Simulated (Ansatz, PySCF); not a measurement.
C₃H₄N₃, charge +1, singlet, geometry from GFN2-xTB, with bond 9-4 at 2.4 times its length. Base run: CASSCF(6,5)/STO-3G (PySCF).

PySCF was given this input:
```python
from pyscf import gto, scf, mcscf
import numpy

mol = gto.Mole()
mol.atom = '''
    C     1.341790   -0.001140    0.042767
    N     0.714809   -1.171235    0.020981
    C    -0.585571   -1.156548   -0.020445
    N    -1.278103    0.001086   -0.040737
    C    -0.583721    1.157542   -0.016824
    N     0.716681    1.170019    0.024644
    H     2.425614   -0.002060    0.077311
    H    -1.119437   -2.100872   -0.038915
    H    -3.727763    0.003167   -0.118814
    H    -1.116076    2.102771   -0.032337
'''
mol.basis = 'sto-3g'
mol.charge = 1
mol.spin = 0
mol.verbose = 4
mol.build()

mf = scf.RHF(mol)
mf.kernel()
mc = mcscf.CASSCF(mf, 5, 6)
mc.fix_spin_(ss=0.0)
mc.kernel()
occ = numpy.linalg.eigvalsh(mc.fcisolver.make_rdm1(mc.ci, mc.ncas, mc.nelecas))[::-1]
ss = mc.fcisolver.spin_square(mc.ci, mc.ncas, mc.nelecas)[0]
print('natural occupations', occ.round(4), ' <S^2>', round(ss, 4))
```

Programs used: Ansatz (a program for electronic structure), PySCF; a row that names a program was run with it.

Variants of this job, named by their change:

```tsv
change	ΔE vs base (mEh)	natural occupations	<S^2> of the state
base	0.000	1.99 1.95 1.42 0.59 0.06	0.00
code = ansatz; correction = SC-NEVPT2, all electrons	-323.7	-	-
conv_tol = 1e-5	0.000	1.99 1.95 1.42 0.59 0.06	0.00
fix_spin_ = off	0.000	1.99 1.95 1.42 0.59 0.06	0.00
start = MP2 natural orbitals	1.959	1.99 1.95 1.43 0.57 0.06	0.00
active space = 2 electrons, 2 orbitals	124.2	1.99 0.01	0.00
active space = 2 electrons, 4 orbitals	110.2	1.94 0.05 0.01 0.00	0.00
state_average = 2 states	27.821	-	-
correction = SC-NEVPT2	-323.7	1.99 1.95 1.42 0.59 0.06	0.00
active space = 8 electrons, 6 orbitals	-4.218	1.99 1.99 1.95 1.41 0.60 0.06	0.00
active space = 6 electrons, 4 orbitals	26.433	2.00 2.00 1.39 0.61	0.00
```

Active orbitals are taken around the Fermi level unless the row says otherwise; CASSCF can end in different local minima, and two programs can end on different orbitals. State-averaged rows give the lowest state.
